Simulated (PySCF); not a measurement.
**YH: frontier orbitals**

TPSS at R = 1.912 Å; Y def2-TZVPP with ECP28, H def2-TZVPP; scalar-relativistic core potentials (PySCF 2.14). State: ¹Σ⁺ (singlet), closed shell. Only the outer orbitals are listed, counted within each symmetry, core potentials removing the inner ones.

| orbital | occ. | ε (eV) | on Y (%) | main shells (%) |
| --- | --- | --- | --- | --- |
| 1σ | 2 | -49.94 | 100 | 100 Y s |
| 1π | 2 | -29.00 | 100 | 100 Y p |
| 1π | 2 | -29.00 | 100 | 100 Y p |
| 2σ | 2 | -28.66 | 99 | 99 Y p |
| 3σ | 2 | -6.65 | 43 | 57 H s, 20 Y s, 18 Y d |
| 4σ | 2 | -3.91 | 98 | 69 Y s, 24 Y d |
| 1δ | 0 | -2.73 | 100 | 100 Y d |
| 1δ | 0 | -2.73 | 100 | 100 Y d |
| 2π | 0 | -2.41 | 99 | 93 Y d |

Question: Which are the highest filled and the lowest empty level, where do they sit, and how wide is the gap?

Answer: Highest filled 4σ at -3.91 eV (in %: 69 Y s, 24 Y d); lowest empty 1δ at -2.73 eV (in %: 100 Y d); the gap at TPSS is 1.18 eV.

- bond order (Mayer): 0.95
- ⟨S²⟩: 0.000
- charge on Y (Mulliken, basis-dependent): 0.20
- charge on Y (Löwdin, basis-dependent): 0.18
- dipole moment (positive dipole means Y(−)H(+)): -1.70 D

Spin–orbit coupling is left out.
